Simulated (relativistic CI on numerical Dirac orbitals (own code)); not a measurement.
One change at a time: Cs⁷⁺

Base calculation: Dirac-Coulomb-Breit CI, orbitals from a KLI potential per configuration, a model potential for QED, unscaled Slater integrals.

Configuration list (outside the closed core [Kr]): 4d10 5s2, 4d10 5s 5p, 4d10 5p2, 4d10 5s 5d, 4d10 4f2, 4d10 5s 4f, 4d10 5d2, 4d10 4f 5p, 4d10 5s 5f, 4d10 5p 5d, 4d10 5s 5g, 4d10 5s 6s, 4d9 5s2 4f, 4d10 4f 5d, 4d10 5f2, 4d10 5s 6p. Levels of other configurations are missing.

Variants: (1) P86 correlation estimate; (2) non-relativistic limit. Shifts of the energy above 4d10 5s2 1S_0, in cm⁻¹, for the lowest level and the first level of each name with at least 55 % of one term (blank where a level changes its place among those of its configuration and J or its character, or is not in the variant):

```csv
Level,Base,Δ(1),Δ(2),Measured
4d10 5s2 1S_0,0,0,0,0
4d10 5s 5p 3P°_0,100500,+961,-6213,106574
4d10 5s 5p 3P°_1,105699,+962,-11412,111628
4d10 5s 5p 3P°_2,121555,+962,-27268,128031
4d10 5s 5p 1P°_1,157210,+998,-22799,159326
4d10 5p2 3P_0,245589,+1754,-22436,247101
4d10 5p2 1D_2,257786,+1844,-35092,262959
4d10 5p2 3P_1,258353,+1763,-35200,261163
4d10 5s 4f 3F°_2,259913,-2670,-40211,259358
4d10 5s 4f 3F°_3,260183,-2671,-40481,259698
4d10 5s 4f 3F°_4,260575,-2671,-40873,260218
4d10 5s 4f 1F°_3,268215,-2631,-41696,266917
4d10 5p2 3P_2,277339,+1817,-54186,282348
4d10 5p2 1S_0,309321,+1714,-48076,308058
4d10 5s 5d 3D_1,319908,+2534,-29848,323610
4d10 5s 5d 3D_2,321031,+2519,-30971,324748
4d10 5s 5d 3D_3,322987,+2510,-32926,326841
4d10 5s 5d 1D_2,345940,+1869,-36498,343708
4d10 4f 5p 3G_3,377099,-1519,,378551
4d10 4f 5p 3F_2,382784,-1416,-56145,384057
4d10 4f 5p 3G_5,399804,-1517,-68521,401815
4d10 4f 5p 3D_3,403673,-1478,-62533,404587
```

At this charge configurations can still be misplaced by up to about 7 % of their energy. Levels and lines within the n = 5 or 6 shells can be off by up to 10 % or somewhat more, and those that change n by about 2 %, since core polarisation is missing. 42 of the 51 excited levels that our extract of the measured tables holds in this range could be paired (the sources list more); they are missed by 3597 cm⁻¹ on average and 11007 at most, and levels without a partner can miss by more. Levels that differ in their count of f electrons can be misplaced by several ten thousand cm⁻¹, since the correlation energy of f electrons is missing or only estimated; rates across such gaps can be off by orders of magnitude.

Measured levels: Sansonetti, J. Phys. Chem. Ref. Data 38, 761 (2009).

Ionisation energy from the two ground configurations alone: base 108.33 eV; P86 correlation estimate 109.407 eV. The NIST ASD value (semi-empirical) is 110.1 eV.

LS names give the leading component of a level, which can be under half, so a name can repeat, a term be missing and a line seem to break the LS rules.
